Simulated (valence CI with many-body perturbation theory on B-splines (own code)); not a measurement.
The numbers below are computed, except where a source is named.
Run record, Pt XVI

Method: valence CI with perturbative core correlation (CI+MBPT): three valence electrons over a frozen Dirac-Fock core [Kr] 4d10 4f14, a basis of 5 s, 5 p, 3 d, 2 f functions for each j, with the one-electron correlation potential Σ1 (screened to all orders), the two-electron term Σ2, the three-electron term Σ3, Breit, model QED; selected single and double excitations, second order for the rest, scaled by the run's own slope (own B-spline code, finite nucleus).

Command, and the settings that its task file holds:

```sh
python run_cv.py task.json out
```

```
atom Pt  Z=78  mass_number=195  rms_radius_fm=5.4270
core [Kr] 4d10 4f14
valence 5s2 5p1
avg = 1
basis = S
breit = 1
cap = 10000
capref = 1200
cscale = 1
de = 0.0
dress = 0
eps = 2e-08
extrap = 1
h = 0.27
hh = 1
l2 = 3
lcore = 6
maxit = 60
n2 = 5
natural = 0
nlev = 20
nno = [2, 2, 1, 1, 0]
nroot = 26
nsp = [3, 3, 2, 1, 0]
pt2 = 1
qed = 1
rpa = 1
s1 = 1
s2 = 1
s3 = 1
screen = 1
tol = 2e-05
whole = 1
```

It took 66 s on 1 thread of Arm Neoverse V2 (shared host).

Log. The first blocks belong to the next ion, which gives the ionisation energy. Fields: 2J, parity (1 odd), roots, reference size, generating configurations, candidates as configurations/state functions, variational space P, stored matrix elements, Davidson steps; e2 is the range of second-order energies in hartree. The first line gives the box (bohr), its intervals, the orbitals and the steps of their self-consistent field. Window is the range of levels sought, series limit the energy at which the first omitted orbital would enter, core excitation an estimate of the first excitation out of the core, left out the lowest levels not solved, and shifts from estimates the range by which levels moved from their first estimate, all in cm⁻¹.

```
rmax 9.3 intervals 61 orbitals 25 references ['5s2 5p', '5s 5p2', '5s2 5d', '5p3', '5s 5p 5d'] scf 4 t 1.2
2J=0 par=0 roots 2 ref 15 generators 4 cand 48/48 P 63/63 nnz 0 it 0
   second order: generators 11 cand 0/0 e2 -0.00000 -0.00000
reference levels 393, estimated 3, window 220595 1/cm; series limit 1827740, core excitation 275743
2J=1 par=1 roots 1 ref 41 generators 3 cand 289/414 P 205/294 nnz 0 it 0
2J=1 par=1 roots 1 ref 41 generators 5 cand 344/497 P 256/373 nnz 0 it 0
   second order: generators 9 cand 466/667 e2 -0.00000 -0.00000
2J=3 par=1 roots 1 ref 64 generators 5 cand 472/947 P 229/414 nnz 0 it 0
2J=3 par=1 roots 1 ref 64 generators 6 cand 417/852 P 289/533 nnz 0 it 0
   second order: generators 12 cand 633/1290 e2 -0.00000 -0.00000
left out: unestimated 436273, estimated 310503, shifts from estimates 0 to 2
operators 5.5
```

The Davidson iterations converged. The settings are bad on purpose, so the numbers may not be properties of the ion.

No measured levels were compared; by estimate levels hold to about 250 cm⁻¹ or 0.2 % of their energy and the worst to 1 %, as in measured heavy ions of charge 2 to 7. The list stops below the first excitations out of the core. Only levels of the ground parity were solved; by the run's estimate the other parity begins above the list, which can be wrong where configurations are misplaced.

```yaml
Valence_energy: -44.32011 hartree
Ionisation_energy: "352 eV (NIST: 358 ± 17 eV (theoretical))"
Reference_configurations_for_the_orbitals: 5s2 5p, 5s 5p2, 5s2 5d, 5p3, 5s 5p 5d
Radial_orbitals: 25
Box_radius: 9.333 bohr
Largest_variational_space: 533
Lowest_levels: 5s2 5p 2P°_1/2 0.0, 5s2 5p 2P°_3/2 164900 cm⁻¹
```
